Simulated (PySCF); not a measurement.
Molecule: C₅H₁₁O (charge 0, doublet). It need not be the lowest isomer of its formula. 
Structure (B3LYP-D3(BJ)/def2-TZVP (Ansatz) minimum search):
```xyz
17

C     -1.6276     0.7875     1.1536
C     -1.1009     0.0285    -0.0156
C     -1.6617    -1.3235    -0.2949
C      0.2006     0.4286    -0.6293
C      1.4139    -0.1123     0.1304
O      2.5896     0.3308    -0.5431
H     -2.7202     0.7498     1.1976
H     -1.3216     1.8355     1.1274
H     -1.2706     0.3749     2.1115
H     -2.7538    -1.3271    -0.2275
H     -1.3784    -1.6827    -1.2866
H     -1.3102    -2.0766     0.4293
H      0.2689     0.0652    -1.6591
H      0.2923     1.5183    -0.6620
H      1.3966     0.2549     1.1638
H      1.3729    -1.2080     0.1600
H      3.3614    -0.0029    -0.0749
```
Charge 0, spin multiplicity 2.

Dispersion corrections to the total energy (kcal/mol) from the dftd3 and dftd4 libraries through PySCF: D3(BJ) without and D4 with the three-body term, each with the damping fitted for the functional named.

```json
[
 {"functional": "HSE06", "D3(BJ)": "?", "D4": "-5.78"},
 {"functional": "r2SCAN", "D3(BJ)": "-2.38", "D4": "-2.02"},
 {"functional": "PW6B95", "D3(BJ)": "-3.71", "D4": "?"},
 {"functional": "B2PLYP", "D3(BJ)": "?", "D4": "-5.22"},
 {"functional": "TPSS", "D3(BJ)": "-9.97", "D4": "-10.02"},
 {"functional": "LC-wPBE", "D3(BJ)": "-7.26", "D4": "-8.14"},
 {"functional": "PBE0", "D3(BJ)": "-6.87", "D4": "-6.27"}
]
```

Q: Fill in the missing entries.

A: 
- HSE06, D3(BJ): -5.04
- PW6B95, D4: -6.24
- B2PLYP, D3(BJ): -5.97
